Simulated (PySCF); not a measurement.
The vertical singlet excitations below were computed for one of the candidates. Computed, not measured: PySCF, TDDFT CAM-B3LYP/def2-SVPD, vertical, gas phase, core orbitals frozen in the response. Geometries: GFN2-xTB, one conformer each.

```
state  E (eV)       f
   S1    6.15   0.145
   S2    6.44   0.019
   S3    6.74   0.012
   S4    7.09  0.0021
   S5    7.28   0.015
   S6    7.40   0.010
   S7    7.50  0.0008
   S8    7.54  0.0011
```

Triplets computed (Tamm–Dancoff): 4.13, 6.28, 6.59 eV.

Orbital energies (eV): HOMO-3 -10.10, HOMO-2 -10.02, HOMO-1 -9.60, HOMO -8.11, LUMO 1.02, LUMO+1 1.31, LUMO+2 1.47.

Question: Which candidate is it? All have the formula C5H9ClOSi.
A. `O[C@@H]1C=C[C@H](Cl)[C@H]1[SiH3]`
B. `C(C(=C=O)CC[SiH3])Cl`
C. `[C@H]1(OC=C[Si@H]1C)CCl`
D. `C(=O)(/C(Cl)=C\[SiH2]C)C`

Answer: C. Its S1 lies at 6.15 eV; the nearest of the others has S1 at 6.64 eV. S1 is HOMO→LUMO (80%), HOMO→LUMO+2 (12%). Löwdin shares by element: HOMO carbon 54% or more, oxygen 25%, silicon 6% (atoms not listed hold the other 15%); LUMO carbon 31% or more, chlorine 18%, silicon 10% (atoms not listed hold the other 42%). At the same level the other candidates give, for their lowest levels:
- `O[C@@H]1C=C[C@H](Cl)[C@H]1[SiH3]`: 6.64 eV (f 0.049); 6.93 eV (f 0.063); 7.03 eV (f 0.036); 7.12 eV (f 0.114); 7.44 eV (f 0.065); T1 4.42 eV; HOMO -9.25, LUMO 0.51 eV
- `O=C=C(CCl)CC[SiH3]`: 3.54 eV (f 0.000); 5.99 eV (f 0.021); 6.39 eV (f 0.138); 6.90 eV (f 0.001); 6.95 eV (f 0.002); T1 3.18 eV; HOMO -8.22, LUMO -0.12 eV
- `C[SiH2]/C=C(/Cl)C(C)=O`: 3.96 eV (f 0.000); 5.07 eV (f 0.152); 5.60 eV (f 0.003); 6.11 eV (f 0.011); 6.52 eV (f 0.031); T1 3.23 eV; HOMO -9.17, LUMO -1.23 eV

The values belong to the conformer `[CH3:1][Si@@H:2]1[CH:3]=[CH:4][O:5][C@H:6]1[CH2:7][Cl:8]`: O5–C6–C7–Cl8 179°.
